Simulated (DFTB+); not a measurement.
DFTB+ input (SCC-DFTB): The folder sk holds the Slater-Koster set scc that CP2K ships.

```
Geometry = xyzFormat {
15

C      2.59631236     0.62596370    -0.25360935
C      1.31592218    -0.04889363     0.23481991
C      0.03883974     0.55295131    -0.34619327
C     -1.20696771    -0.28533131     0.02168604
O     -1.15577481    -1.50751758    -0.31884685
C     -2.22641624     0.37580949     0.67528986
H      2.60869363     1.69073342     0.00238013
H      2.68265443     0.55416888    -1.34244021
H      3.49294779     0.17067522     0.18131672
H      1.31941784    -1.11028341    -0.02393423
H      1.26565152     0.00573415     1.32848146
H      0.12396770     0.55548372    -1.44166776
H     -0.07067303     1.59374512    -0.02062665
H     -2.15324412     1.43019421     0.91384166
H     -3.12935932    -0.15330794     0.96146451
}
Hamiltonian = DFTB {
  SCC = Yes
  SCCTolerance = 1e-8
  MaxSCCIterations = 300
  Charge = -1
  SlaterKosterFiles = Type2FileNames {
    Prefix = "sk/"
    Separator = ""
    Suffix = ".spl"
    LowerCaseTypeName = Yes
  }
  MaxAngularMomentum {
    C = "p"
    H = "s"
    O = "p"
  }
  Filling = Fermi { Temperature [K] = 0 }
}
ParserOptions { ParserVersion = 14 }
```

From the output:

```
    6   2   1       3.33819208
    7   1   0       0.96304585
    8   1   0       0.95929221
    9   1   0       0.97488067
   10   1   0       0.93966637
   11   1   0       0.97009646
   12   1   0       0.97983087
   13   1   0       0.98360391
   14   1   0       0.98156894
   15   1   0       0.96131885

Orbital populations (up)
 Atom Sh.   l   m       Population  Label
    1   1   0   0       1.25484405  s
    1   2   1  -1       0.97123780  p_y
    1   2   1   0       0.97149737  p_z
    1   2   1   1       0.98119743  p_x
    2   1   0   0       1.21947405  s
    2   2   1  -1       0.97709623  p_y
    2   2   1   0       0.95701078  p_z
    2   2   1   1       0.92195219  p_x
    3   1   0   0       1.23656948  s
    3   2   1  -1       0.96787976  p_y
    3   2   1   0       0.94995322  p_z
    3   2   1   1       0.98763806  p_x
    4   1   0   0       1.10546886  s
    4   2   1  -1       0.80742089  p_y
    4   2   1   0       0.90191216  p_z
    4   2   1   1       0.85751489  p_x
    5   1   0   0       1.77743714  s
    5   2   1  -1       1.38691729  p_y
    5   2   1   0       1.61101125  p_z
    5   2   1   1       1.86312530  p_x
    6   1   0   0       1.24134559  s
    6   2   1  -1       0.93224023  p_y
    6   2   1   0       1.37983703  p_z
    6   2   1   1       1.02611482  p_x
    7   1   0   0       0.96304585  s
    8   1   0   0       0.95929221  s
    9   1   0   0       0.97488067  s
   10   1   0   0       0.93966637  s
   11   1   0   0       0.97009646  s
   12   1   0   0       0.97983087  s
   13   1   0   0       0.98360391  s
   14   1   0   0       0.98156894  s
   15   1   0   0       0.96131885  s

Fermi level:                         0.1803083248 H            4.9064 eV
Band energy:                        -6.9366687204 H         -188.7564 eV
TS:                                  0.0000000000 H            0.0000 eV
Band free energy (E-TS):            -6.9366687204 H         -188.7564 eV
Extrapolated E(0K):                 -6.9366687204 H         -188.7564 eV
Input / Output electrons (q):     36.0000000000     36.0000000000

Energy H0:                         -15.7516802294 H         -428.6250 eV
Energy SCC:                          0.1728571503 H            4.7037 eV
Total Electronic energy:           -15.5788230791 H         -423.9213 eV
Repulsive energy:                    0.2909474425 H            7.9171 eV
Total energy:                      -15.2878756366 H         -416.0043 eV
Extrapolated to 0:                 -15.2878756366 H         -416.0043 eV
Total Mermin free energy:          -15.2878756366 H         -416.0043 eV
Force related energy:              -15.2878756366 H         -416.0043 eV

Non-constrained calculation

SCC converged

Warning: dipole moment is not defined absolutely!
Dipole moment:    2.48513354    1.02944867   -0.17196032 au
Dipole moment:    6.31657992    2.61659773   -0.43707958 Debye
```

The dipole moment of an ion depends on the origin.

The geometry given is a B3LYP-D3(BJ)/def2-TZVP minimum.
